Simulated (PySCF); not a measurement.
Species: PhCF(CH3)2, C9H11F.
Numbering: `[CH3:1][C:2]([CH3:3])([F:4])[c:5]1[cH:6][cH:7][cH:8][cH:9][cH:10]1` (hydrogens: H11, H12, H13 on C1; H14, H15, H16 on C3; H17 on C6; H18 on C7; H19 on C8; H20 on C9; H21 on C10)

A linear-response calculation (PySCF, def2-SVPD basis, gas phase, vertical, core orbitals frozen in the response) gave these numbers; the functional is withheld.

Orbital energies (eV): HOMO-3 -9.30, HOMO-2 -8.98, HOMO-1 -7.14, HOMO -6.98, LUMO -0.56, LUMO+1 -0.45, LUMO+2 0.33.

```tsv
state	E (eV)	f	main configurations (H = HOMO, L = LUMO)
S1	5.35	0.0008	H→L (33%), H-1→L+1 (24%), H→L+1 (22%)
S2	6.00	0.019	H→L+1 (31%), H→L (30%), H-1→L (25%)
S3	6.52	0.0009	H→L+2 (96%)
S4	6.67	0.0008	H-1→L+2 (95%)
S5	6.90	0.712	H-1→L+1 (44%), H→L (24%), H-1→L (16%)
S6	6.92	0.528	H-1→L (35%), H→L+1 (35%), H-1→L+1 (15%)
```

Triplets (Tamm–Dancoff): T1 4.13 eV, H→L (30%), H-1→L (26%), H→L+1 (26%); T2 4.71 eV, H→L (56%), H-1→L+1 (34%), H→L+1 (9%); T3 4.72 eV, H-1→L (51%), H→L+1 (45%); T4 5.10 eV, H-1→L+1 (48%), H-1→L (22%), H→L+1 (18%).

Vertical ionisation energy by ΔSCF with the same functional: 8.94 eV. Mean static polarisability: 105.5 au.

Question: Which of these was used?
A. HF
B. B3LYP
C. PBE
D. wB97X-D

Answer: B. B3LYP is a global hybrid with 20% exact exchange. In this run −ε(HOMO) = 6.98 eV differs from the ΔSCF value by -1.96 eV, and S1 differs from the orbital gap of 6.42 eV by -1.07 eV. The ratio −ε(HOMO)/IP is 0.78. Usual ranges for neutral molecules in this basis: 0.67 to 0.83 with B3LYP, 0.5 to 0.7 with PBE, 0.89 to 0.99 with wB97X-D; Hartree–Fock can't fall below 1, since the ion's relaxation only lowers the ΔSCF value. The other options: PBE, a GGA without exact exchange; HF, time-dependent Hartree–Fock, 100% exact exchange; wB97X-D, range-separated, 22% exact exchange at short range and 100% at long range (ω = 0.2 bohr⁻¹).

Level of theory: PySCF, TDDFT B3LYP/def2-SVPD, vertical, gas phase, core orbitals frozen in the response. One conformer (not necessarily the lowest) at the PBE0-D3(BJ)/def2-SVP geometry, without solvent, vibrations or thermal averaging.

On one thread, Arm Neoverse V2, shared host, this took 4.5 min of wall time.

The values belong to the conformer `[CH3:1][C:2]([CH3:3])([F:4])[c:5]1[cH:6][cH:7][cH:8][cH:9][cH:10]1`: C1–C2–C5–C6 -116°.
